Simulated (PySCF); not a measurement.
**Polarisability and C₆ of B⁺ (boron, charge +1)**

[He] 2s2, closed-shell 1S. All numbers are calculated (PySCF 2.14, the non-relativistic Hamiltonian (point nucleus), in dyall-acv3z (15s9p4d2f, 76 functions)). Coupled (time-dependent) response in atomic units; α is the mean over directions.

```json
{"method": "UHF", "mean α (bohr³)": "11.38", "C₆ (like pair)": "31.70", "S(−4)": "114.8"}
{"method": "PBE", "mean α (bohr³)": "10.64", "C₆ (like pair)": "28.81", "S(−4)": "99.68"}
{"method": "PBE0", "mean α (bohr³)": "10.77", "C₆ (like pair)": "29.31", "S(−4)": "102.3"}
{"method": "wB97X-V", "mean α (bohr³)": "10.92", "C₆ (like pair)": "30.06", "S(−4)": "104.2"}
{"method": "PBEsol", "mean α (bohr³)": "10.73", "C₆ (like pair)": "29.21", "S(−4)": "101.1"}
```

S(−4) is the Cauchy moment in α(ω) = α(0) + S(−4) ω² + …

α(iu) at PBE0:

```json
{"u (hartree)": "0", "α(iu) (bohr³)": "10.77"}
{"u (hartree)": "0.0500", "α(iu) (bohr³)": "10.52"}
{"u (hartree)": "0.100", "α(iu) (bohr³)": "9.838"}
{"u (hartree)": "0.200", "α(iu) (bohr³)": "7.843"}
{"u (hartree)": "0.300", "α(iu) (bohr³)": "5.908"}
{"u (hartree)": "0.500", "α(iu) (bohr³)": "3.394"}
{"u (hartree)": "0.750", "α(iu) (bohr³)": "1.931"}
{"u (hartree)": "1.00", "α(iu) (bohr³)": "1.242"}
{"u (hartree)": "1.50", "α(iu) (bohr³)": "0.6457"}
{"u (hartree)": "2.00", "α(iu) (bohr³)": "0.4007"}
{"u (hartree)": "3.00", "α(iu) (bohr³)": "0.2032"}
{"u (hartree)": "5.00", "α(iu) (bohr³)": "0.08717"}
```

A single London oscillator, α(iu) = α/(1 + u²/ω²), gives C₆ = (3/4) ω α². Matching the computed C₆ needs ω = 4 × 29.31 / (3 × 10.77²) = 0.337 hartree.

For an ion, C₆ is the dispersion term alone; charge-induced terms of lower order in 1/R come first.
